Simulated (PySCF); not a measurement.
**Worked example: entropy of an ideal gas**

SiBrCl2, SMILES Cl[Si](Br)Cl, multiplicity 2.

Coordinates come from a PBE-D3(BJ)/def2-SVP optimisation.

PBE-D3(BJ)/def2-SVP run with PySCF gives the harmonic wavenumbers 126, 137, 202, 387, 522, 566 cm⁻¹ and the rotational temperatures 0.1129, 0.0630, 0.0421 K. The molar mass is 178.89 g/mol, the symmetry number 1, the spin multiplicity 2.

Question: Work out the entropy at 298.15 K and 1 atm in the rigid-rotor, harmonic-oscillator model.

Answer: 
Translation (Sackur–Tetrode at 1 atm): S = R[1.5 ln M + 2.5 ln T − 1.16487] = 173.4 J/(mol K).
Rotation: q = (√π/σ) T^1.5/√(θA θB θC) = 527000, S = R[ln q + 3/2] = 122.0 J/(mol K).
Vibration: with u = 1.4388 ν/T, each mode gives R[u/(e^u − 1) − ln(1 − e^−u)]:
```tsv
ν (cm⁻¹)	modes	u	S (J/(mol K))
126	1	0.61	12.58
137	1	0.66	11.90
202	1	0.97	8.85
387	1	1.87	4.23
522	1	2.52	2.53
566	1	2.73	2.14
```
These are all the modes. Sum 42.2 J/(mol K).
Spin: R ln 2 = 5.8 J/(mol K).
Total 343.5 J/(mol K); the program's own thermochemistry gives 343.5. Translation makes up 50 % and vibration 12 %. Anharmonicity, hindered rotation and orbital degeneracy are left out.
